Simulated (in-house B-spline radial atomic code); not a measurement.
The cobalt ion Co⁸⁺: [Ar] 3d1

Level of theory: Dirac-Kohn-Sham HSE06, spherical fractional occupations, Fermi nucleus of rms radius 3.7875 fm; calculated with an all-electron radial atomic-structure program (B-spline basis).

Screening seen three ways: the hydrogenic charge with the same mean radius, Z_r = [3n² - l(l+1)]/(2<r>), the one with the same energy, Z_e = n√(-2ε), and Slater's rules. Values are occupation-weighted means over j.

| shell | electrons | ε (eV) | <r> (bohr) | Z_r | Z_e | Slater |
| --- | --- | --- | --- | --- | --- | --- |
| 1s | 2 | -7823.6 | 0.05619 | 26.70 | 23.98 | 26.70 |
| 2s | 2 | -1105.3 | 0.2544 | 23.58 | 18.03 | 22.85 |
| 2p | 6 | -972.58 | 0.2244 | 22.28 | 16.91 | 22.85 |
| 3s | 2 | -275.24 | 0.7172 | 18.82 | 13.49 | 15.75 |
| 3p | 6 | -234.63 | 0.7296 | 17.13 | 12.46 | 15.75 |
| 3d | 1 | -167.67 | 0.7297 | 14.39 | 10.53 | 9.00 |

The least bound orbital is 3d5/2 at -167.5 eV, while the most diffuse is 3p3/2 (<r> = 0.7317 bohr against 0.7304 bohr): energy order and size order differ.

Spin-orbit splittings of the orbital energies (j = l + 1/2 above j = l - 1/2 when positive): 2p 14.87 eV, 3p 2.353 eV, 3d 0.3397 eV.

For the 1s electron the small component carries 0.945 % of the norm, the zero-frequency Breit interaction raises the level by 9.491 eV, self-energy by 4.697 eV, and vacuum polarisation lowers it by 0.4091 eV.

Caution: exact exchange at fractional occupations of open shells leaves self-interaction of up to several eV.
